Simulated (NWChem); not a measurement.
C4H7F; SMILES FC1CCC1

```xyz
12

F      0.0081     1.8404     0.0000
C      0.4700     0.5385     0.0000
C     -0.0771    -0.4095    -1.0831
C     -0.0870    -1.5220     0.0000
C     -0.0771    -0.4095     1.0831
H      1.5832     0.5691     0.0000
H      0.5121    -0.5568    -2.0097
H     -1.1077    -0.0998    -1.3508
H      0.8541    -2.1077     0.0000
H     -0.9374    -2.2307     0.0000
H     -1.1077    -0.0998     1.3508
H      0.5121    -0.5568     2.0097
```
Atoms are numbered in this order, from 1.

All runs: NWChem. Pople sets run with spherical d functions. Coordinates come from a PBE-D3(BJ)/def2-SVP optimisation. B3LYP is NWChem's, with the RPA form of VWN correlation. Static field.

For level B3LYP/6-31+G*:

```yaml
isotropic polarisability (bohr³): 46.2
```

How do the values read with level BHandHLYP/6-31+G* instead?

The isotropic polarisability (bohr³) comes out as 44.6.
